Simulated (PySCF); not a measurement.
# Nuclear quadrupole coupling in 1,1,1,2-tetrafluorochloroethane

Compound: 1,1,1,2-tetrafluorochloroethane, C₂HClF₄.
Z-matrix (Å and degrees, PBE0-D3(BJ)/def2-TZVP geometry), rows numbered from 1:
```
F 
C   1  1.3486
Cl  2  1.7549  1  110.52
C   2  1.5329  1  108.40  3  -121.52
F   4  1.3244  2  112.11  1    61.16
F   4  1.3301  2  110.24  1  -177.27
F   4  1.3336  2  108.80  1   -58.77
H   2  1.0911  1  109.61  3   119.42
```

Field gradients from the PBE0/pcSseg-2 density (PySCF, non-relativistic), principal values in atomic units, ordered |Vxx| ≤ |Vyy| ≤ |Vzz|:

| atom | Vxx | Vyy | Vzz |
| --- | --- | --- | --- |
| Cl3 | -1.8700 | -2.1215 | 3.9915 |

**Question.** Find the asymmetry η = (Vxx − Vyy)/Vzz and the couplings χ = eQV/h (234.96 MHz × Q in barn × V in au), with Q(35Cl) = −0.0817 b.

**Answer.** 
```csv
atom,environment,nucleus,η,χzz (MHz),χxx (MHz),χyy (MHz)
Cl3,chlorine on a fluorinated carbon,35Cl,0.06,-76.62,35.90,40.73
```

The tensor is traceless: Vxx + Vyy + Vzz = 0.

**Question.** What is Vzz at Cl3 in SI units (1 au = 9.71736 × 10²¹ V/m²)?

**Answer.** 3.9915 au = 38.787 × 10²¹ V/m².

Isolated species at its PBE0-D3(BJ)/def2-TZVP geometry, gas phase.

These values come from a run that also computed NMR shieldings. On an Arm Neoverse V2 with one thread, no GPU (shared host), this took 28 s wall (with the writing of density and orbital grids) and 1.2 GiB of memory at its peak.
